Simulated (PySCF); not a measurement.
Compound: 3,4-dimethylphosphinine, C₇H₉P.
InChI=1S/C7H9P/c1-6-3-4-8-5-7(6)2/h3-5H,1-2H3

Computed with PBE0-D3(BJ)/def2-SVP geometry optimisation, gas phase (PySCF 2.14.0).

Take the most abundant isotopes and a rigid rotor. 

Question: What are A, B and C (GHz)?

Answer: Ia = 172.29, Ib = 335.92, Ic = 501.92 u·Å²; 505379 MHz·u·Å²/I gives 2933, 1504 and 1007 MHz, that is A = 2.9333, B = 1.5045, C = 1.0069 GHz.

Question: What kind of rotor is it?

Answer: An asymmetric top: κ = (2 × 1504 − 2933 − 1007)/(2933 − 1007) = -0.48.

Question: Is it planar, by Δ = Ic − Ia − Ib?

Answer: Not planar: Δ = Ic − Ia − Ib = -6.29 u·Å². For a rigid frame Δ = −2 Σ m c², so Σ m c² = 3.14 u·Å² lies off the ab plane, practically all of it from hydrogen. The atom farthest from that plane is 0.88 Å away.

Question: Give the other two planar moments, Paa and Pbb, and the rms extents of the mass along the axes.

Answer: Paa = Σ m a² = (Ib + Ic − Ia)/2 = 332.77 and Pbb = Σ m b² = (Ia + Ic − Ib)/2 = 169.15 u·Å². With the mass M = 124.04 u, the rms extents √(P/M) along a, b and c are 1.64, 1.17, 0.16 Å.

Question: Where do the levels up to J = 4 lie, in K?

Answer: Above 0(0,0), as E/k:
J = 1: 1(0,1) 0.121, 1(1,1) 0.189, 1(1,0) 0.213
J = 2: 2(0,2) 0.356, 2(1,2) 0.406, 2(1,1) 0.478, 2(2,1) 0.684, 2(2,0) 0.689
J = 3: 3(0,3) 0.698, 3(1,3) 0.729, 3(1,2) 0.872, 3(2,2) 1.045, 3(2,1) 1.070, 3(3,1) 1.451, 3(3,0) 1.451
J = 4: 4(0,4) 1.139, 4(1,4) 1.155, 4(1,3) 1.389, 4(2,3) 1.523, 4(2,2) 1.590, 4(3,2) 1.941, 4(3,1) 1.946, 4(4,1) 2.498, 4(4,0) 2.498
Those of J = 1 are B + C, A + C and A + B.

Question: Which lines would a microwave search look for?

Answer: The dipole components are |μa| = 2.47 D, |μb| = 0.39 D, |μc| = 0.00 D; the mirror of this Cs structure is the ab plane, so μc vanishes by symmetry and there are no c-type lines. Intensities carry the squares of the components, which stand as 1.00 : 0.02 (a : b). Some lines, for components of 0.1 D or more:

```
type  branch         J(Ka,Kc)    MHz  lower level (cm⁻¹)
   a       Q  5(2,3) ← 5(2,4)   2784               1.469
   b       R  4(2,2) ← 3(3,1)   2894               1.008
   b       Q  3(2,1) ← 3(1,2)   4131               0.606
   b       Q  2(2,0) ← 2(1,1)   4395               0.332
   b       Q  5(3,2) ← 5(2,3)   6808               1.562
   b       Q  4(3,1) ← 4(2,2)   7435               1.105
   b       Q  5(2,4) ← 5(1,5)   9026               1.168
   a       R  4(0,4) ← 3(0,3)   9173               0.485
   a       R  4(1,3) ← 3(1,2)  10772               0.606
   b       Q  4(4,1) ← 4(3,2)  11587               1.349
   a       R  5(3,3) ← 4(3,2)  12799               1.349
   b       R  3(2,1) ← 2(1,2)  13827               0.282
   b       Q  5(5,1) ← 5(4,2)  14876               2.163
   b       R  3(3,0) ← 2(2,1)  15999               0.475
   b       R  4(2,2) ← 3(1,3)  17932               0.507
   b       R  4(3,2) ← 3(2,1)  18161               0.744
   b       R  5(3,3) ← 4(2,2)  20130               1.105
   b       R  4(4,0) ← 3(3,1)  21814               1.008
   b       R  5(3,2) ← 4(2,3)  21907               1.059
   b       R  5(5,1) ← 4(4,0)  27672               1.736
```

Question: Estimate the classical rotational partition function at 100 K, 200 K and 298.15 K.

Answer: Point group Cs, symmetry number σ = 1; q = (√π/σ)·√((kT/h)³/(ABC)), k/h = 20836.6 MHz/K: 80000 at 100 K, 226000 at 200 K, 412000 at 298.15 K.

PBE0-D3(BJ)/def2-SVP frequencies: not computed here. Constants of a rigid frame at the computed geometry: no zero-point averaging, no centrifugal distortion. A rigid rotor knows nothing of internal rotation, which can split or shift real lines.

Hardware: an Intel Xeon Platinum 8375C at 2.90 GHz with one thread, shared host. Cost: 90 s of wall time, 0.67 GiB resident at most. That covers the optimisation of the geometry.
